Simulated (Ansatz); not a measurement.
Total energies of FGeH$_{5}$Si$_{2}$ (`F[SiH]1[SiH2][GeH2]1`).

```xyz
9

F     2.4838   -1.0430   -0.2235
Si    1.3042   -0.0923    0.2936
Si   -0.3418    0.8452   -1.0198
Ge   -0.9324   -0.7039    0.7442
H     1.8262    0.8111    1.3496
H    -0.6002    0.1534   -2.3083
H    -0.6229    2.3017   -1.0955
H    -1.5435   -0.3014    2.0915
H    -1.5734   -1.9708    0.1684
```

Total charge 0; spin multiplicity 1. Correlated methods include outer-core shells of Ge, which these sets cover unevenly. Scalar relativity is left out up to krypton. Geometry: relaxed with PBE0-D4/def2-TZVP. Basis def2-TZVPP, Ansatz 0.2.0.

RPA on PBE orbitals: Hartree–Fock energy of these orbitals -2755.58637 Eh, correlation -1.24461 Eh (frozen core).

```csv
functional,energy without D4 (Eh),D4 term (kJ/mol)
LDA (SPW92),-2752.78356,–
PBE,-2758.21055,-21.5
revPBE,-2758.60907,-53.1
BLYP,-2758.95567,-45.5
r2SCAN,-2758.82270,-4.9
B97M-V,-2758.35738,–
PBE0,-2758.32256,-18.4
B3LYP,-2759.01269,-35.2
r2SCANh,-2758.80563,-5.4
r2SCAN0,-2758.78162,-6.0
HSE06 (plane-wave form),-2758.30549,-17.4
BHLYP,-2758.86174,-31.8
CAM-B3LYP,-2759.02623,-19.1
LC-ωPBE,-2758.41034,–
ωB97X-V,-2758.60572,–
ωB97M-V,-2758.72587,–
B2PLYP,-2758.25382,–
PBE-QIDH,-2757.80921,–
```

B3LYP takes the VWN-RPA correlation (the form of Gaussian; ORCA's B3LYP/G). HSE06 is the plane-wave form, built on full-range PBE exchange. The double hybrids freeze the cores in their second-order part.

LC-ωPBE has ω = 0.4 bohr⁻¹.
